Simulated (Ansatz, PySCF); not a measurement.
Dimer: HF (SMILES F) (first 2 atoms) with HI (SMILES I); geometry from B3LYP-D3(BJ)/def2-TZVP, rigid monomers moved along the line of their centres of mass till F1···H4 is 3.99 Å.
(charge 0, multiplicity 1):
```xyz
4

F      0.55178     0.61912    -0.26114
H      0.28287    -0.21342    -0.56465
I     -0.45600     0.03804     5.16260
H     -0.04526     0.55916     3.68663
```

Monomers are frozen at their geometry in the pair; levels with a basis set take the counterpoise correction.

Correlated levels freeze the cores. Filled d and f shells under p-block atoms count as core. CBS: X⁻³ extrapolation of the correlation energy, Hartree–Fock from the larger set.

Codes used: Ansatz (Gaussian orbitals); PySCF for the dispersion terms.  In def2 rows elements past Kr take small-core potentials, without spin–orbit coupling.

PBE/def2-TZVPPD gives -1.5 kJ/mol for the interaction energy.

**Question.** Predict the shift from PBE, with its sign, for: PBE-D3(BJ)/def2-TZVPPD, r2SCAN/def2-TZVPPD, B3LYP/def2-TZVPPD, wB97M-V/def2-TZVPPD, MP2/CBS(def2-TZVPPD, def2-QZVPPD), CCSD(T)/CBS(def2-TZVPPD, def2-QZVPPD).

**Answer.** PBE-D3(BJ)/def2-TZVPPD -0.3; r2SCAN/def2-TZVPPD 0.0; B3LYP/def2-TZVPPD 0.3; wB97M-V/def2-TZVPPD -0.2; MP2/CBS(def2-TZVPPD, def2-QZVPPD) -0.2; CCSD(T)/CBS(def2-TZVPPD, def2-QZVPPD) -0.2 kJ/mol. 2 of 6 lie above PBE; the widest gap is to B3LYP/def2-TZVPPD.

Ansatz is a first-principles code.
